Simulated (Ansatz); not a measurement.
Cartesian coordinates in Å:
```
C -0.915 -1.229 -1.604
N -0.780 -0.278 -0.820
B -0.544 0.723 0.080
F -1.382 1.770 0.154
Si 1.079 0.607 1.293
H -0.470 -1.216 -2.605
H -1.489 -2.121 -1.331
H 0.668 0.622 2.725
H 1.986 1.767 1.069
H 1.846 -0.643 1.039
```

Charge 0, multiplicity 1.

Question: List the r2SCAN/def2-TZVPP orbital energies in eV (the Gaussian-basis code of Ansatz). (An estimate is asked.)

Answer: Computed: Occupied: -1790.51, -666.03, -386.07, -275.35, -181.69, -141.02, -95.88, -95.88, -95.86, -31.38, -24.58, -17.63, -14.32, -13.53, -12.82, -12.65, -10.99, -10.90, -9.53, -8.60, -8.53, -7.27, -6.84. Lowest empty: -2.37, -0.86, 0.86, 1.05, 1.46, 1.83, 1.90, 2.79.
